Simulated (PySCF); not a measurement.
Computed properties of germanium monotelluride (GeTe), SMILES [Ge]=[Te]

GeTe, SMILES [Ge]=[Te] (connectivity only; charge and spin as stated), neutral, multiplicity 1. Coordinates come from a PBE0-D3(BJ)/def2-TZVP optimisation. The def2 effective core potentials stand for the cores of Te; spin–orbit coupling is left out. Other conformers were not sampled. All values are computed for the isolated molecule unless a solvent is named; none is compared with measurement here.

**Structure.** The optimised structure has C∞v symmetry. All 1 harmonic modes at PBE0-D3(BJ)/def2-TZVP (PySCF) are real, so it is a minimum.

**Vibrations.** The strongest infrared lines (harmonic, unscaled, degenerate partners summed) lie at 338 cm⁻¹ (15 km/mol, Ge 64 %, Te 36 %). The softest mode is at 338 cm⁻¹ and the zero-point energy is 0.5 kcal/mol.

**Electronic structure.** M06-2X/def2-TZVPD (PySCF) places the frontier levels at -7.99 and -1.86 eV, a gap of 6.13 eV, and gives a dipole moment of 1.69 D and a mean polarisability of 77.3 bohr³. PBE/def2-TZVPD (PySCF) at the same geometry gives -6.21 and -3.28 eV, so its gap is 3.20 eV narrower. An orbital gap is neither the optical nor the fundamental gap.

**Excitations.** TDA-ωB97X/def2-TZVPD (PySCF) has S1 at 2.81 eV (441 nm, f = 0.000, dark); the most intense of the 10 singlets computed lies at 6.47 eV (f = 0.49). Strengths of degenerate partners are summed. T1 (TDA) is at 2.36 eV, 0.45 eV under S1. TDA-PBE/def2-TZVPD (PySCF) puts S1 at 2.93 eV.
